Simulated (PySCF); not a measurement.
# Dipole moment and polarisability of `CC(=O)C#CCC(F)(F)F`

C6H5F3O.
Numbering: `[CH3:1][C:2](=[O:3])[C:4]#[C:5][CH2:6][C:7]([F:8])([F:9])[F:10]` (hydrogens: H11, H12, H13 on C1; H14, H15 on C6)

Cartesian coordinates in Å at the GFN2-xTB level; atoms count from 1:
```xyz
15
C6H5F3O angstrom
C     -2.1901    0.2541   -1.7054
C     -1.9273   -0.9230   -0.8061
O     -2.6198   -1.9055   -0.7344
C     -0.7306   -0.7583   -0.0150
C      0.2554   -0.6800    0.6693
C      1.4572   -0.4993    1.4549
C      2.1064    0.8410    1.1349
F      2.4567    0.9453   -0.1534
F      3.2235    1.0281    1.8541
F      1.2997    1.8763    1.4011
H     -2.2887    1.1567   -1.1047
H     -1.3451    0.3932   -2.3776
H     -3.0977    0.0888   -2.2797
H      2.1779   -1.2910    1.2333
H      1.2181   -0.5184    2.5217
```

Level: PBE0/def2-SVPD (PySCF), static field, nuclei fixed, core orbitals frozen in the response. The polarisability tensor in these axes (au):

```
x   93.29  9.24 22.46
y    9.24 67.72 -0.38
z   22.46 -0.38 72.51
```

Problem. What are the eigenvalues, a third of the trace, and Δα (Δα² = ½Σ(αi − αj)² over the three pairs)?

Solution. Principal values 55.60, 68.86 and 109.06 au; mean 77.84 au = 11.54 Å³ = 12.83 × 10⁻⁴⁰ C²·m²/J; Δα = 48.21 au (62 % of the mean).

Problem. What is the dipole moment, and where does it point?

Solution. (1.23, 0.72, 0.49) D, 1.51 D in size, pointing from the negative to the positive side. Measured along this direction, the outermost atoms are O3 and H13 at the negative end and F9 at the positive end.

Problem. What would n − 1 = 2πNα be for an ideal gas of these molecules at 350 K and 1 atm, electronic part alone?

Solution. N = p/kT = 2.0968 × 10¹⁹ cm⁻³, so n − 1 = 2π × N × 11.54 × 10⁻²⁴ cm³ = 1520 × 10⁻⁶ at long wavelengths, for an ideal gas.

Problem. Along which axes do the principal values lie, and how far do the nuclei extend along each?

Solution. Largest value along (0.84, 0.18, 0.51), where the nuclei span 7.59 Å; middle along (0.09, 0.88, -0.46), 2.90 Å; least along (-0.54, 0.43, 0.72), 2.15 Å. The response follows the extents in order.

Problem. What are the principal values of the traceless quadrupole moment, Θ = ½Σq(3rr − r²1), about the centre of nuclear charge?

Solution. -25.13, 6.10, 19.03 D·Å. The values depend on the origin, since the dipole doesn't vanish. The electronic extent ⟨r²⟩ about the same centre is 2021 bohr², a root-mean-square distance of 2.73 Å for the 76 electrons.

Isolated species at its GFN2-xTB geometry, gas phase.
